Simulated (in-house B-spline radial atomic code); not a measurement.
A run on an ion of nuclear charge 60 with 60.7 electrons that did not converge. Method: scalar-relativistic (X2C) BLYP, spin-polarised, spherical fractional occupations, Fermi nucleus of rms radius 4.9123 fm; computed with a B-spline radial code for spherical atoms.

Command:
```bash
python run_scf.py task.json out
```
Settings (nuclear radius in fm, mass in u):
```
Z                60
configuration    [Xe] 4f4.7 6s2
hamiltonian      x2c
method           b88,lyp
spin_polarised   True
nucleus          fermi
rms_radius       4.9123
atomic_mass      141.90773
speed_of_light   137.035999084
```

First and last ten iterations of the last attempt (damped for 15 steps, keeping 80 % of the old Fock matrix, then DIIS):
```
 iter        energy (Eh)    residual
    1       -9610.466843    5.12e-01
    2       -9606.884457    7.13e-01
    3       -9615.702021    4.48e-01
    4       -9620.160223    2.58e-01
    5       -9622.254559    1.49e-01
    6       -9623.161764    9.11e-02
    7       -9623.522238    5.11e-02
    8       -9623.655549    2.93e-02
    9       -9623.705753    2.03e-02
   10       -9616.658521    2.20e-01
  111       -9616.267642    2.27e-01
  112       -9616.219603    2.28e-01
  113       -9616.268893    2.26e-01
  114       -9616.261770    2.27e-01
  115       -9616.233213    2.27e-01
  116       -9616.274815    2.27e-01
  117       -9616.223236    2.28e-01
  118       -9616.316452    2.27e-01
  119       -9623.618224    3.71e-02
  120       -9623.623400    3.62e-02
 not converged after 120 iterations
```

The smallest residual met was 2.0e-02; the threshold is about 6e-07. No energy from this run should be used. The likely cause: this method binds the added charge weakly or not at all at the basis-set limit, so charge moves back and forth between the atom and the box. Run time, properties included: 1.3 s on 1 thread of AMD EPYC 9R45, on a shared host.
